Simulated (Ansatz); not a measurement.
`F[BH][GaH][F]` + silanol → `FBO[SiH3]` + `[F][GaH2]` at 400 K and 1 bar (cleavage of the B–Ga bond).

Calculated with Ansatz (gas phase, PBE0-D4/def2-TZVP geometries, no zero-point term in ΔE). CBS: MP2 limit from def2 TZ/QZ plus the TZ coupled-cluster correction, frozen cores. For Ga outer-core shells are correlated without core-valence functions, which leaves a few kJ/mol of doubt a bond. Scalar relativity is left out up to krypton. Each species was taken in one conformer, which may not be the lowest.

```csv
species,CCSD(T)/CBS energy (Eh),H − E (kJ/mol),S (J/(mol·K))
`F[BH][GaH][F]`,-2149.58538,88.4,355.2
`O[SiH3]`,-366.69042,120.0,276.4
`FBO[SiH3]`,-491.38634,146.6,343.2
`[F][GaH2]`,-2024.95631,56.3,268.5
```

H − E and S are ideal-gas, rigid-rotor, harmonic terms from PBE0-D4/def2-TZVP, for one conformer and one mirror image of each species. 1 Eh = 2625.50 kJ/mol, R = 8.31446 J/(mol·K).

Q: By hand: ΔE, ΔH, ΔS and ΔG.

A: ΔE = (-491.38634) + (-2024.95631) − (-2149.58538) − (-366.69042) = -0.06685 Eh = -175.5 kJ/mol. Δ(H − E) = 146.6 + 56.3 − 88.4 − 120.0 = -5.5, so ΔH = -181.0 kJ/mol. ΔS = 343.2 + 268.5 − 355.2 − 276.4 = -19.9 J/(mol·K). ΔG = -181.0 − 400 × (-19.9)/1000 = -173.0 kJ/mol.

Q: By hand: the equilibrium constant, and the temperature at which ΔG would vanish if ΔH and ΔS stayed fixed.

A: log₁₀ K = −ΔG/(RT ln 10) = 22.6. ΔG = 0 at ΔH/ΔS = 9095 K, far beyond where these terms or the molecules hold.

ΔH outweighs TΔS. A doubt of 5 kJ/mol in ΔE shifts log₁₀ K by 0.7 here. Other conformers and mirror images would add mixing entropy, several J/(mol·K) or more a flexible species. Modes under 60 cm⁻¹, often nearly free rotors, make the harmonic entropy too high. These are equilibria of isolated gas molecules and say nothing of rates. Largest T1 diagnostic: 0.015 (customary marks: 0.02 for closed shells, 0.045 for open ones).
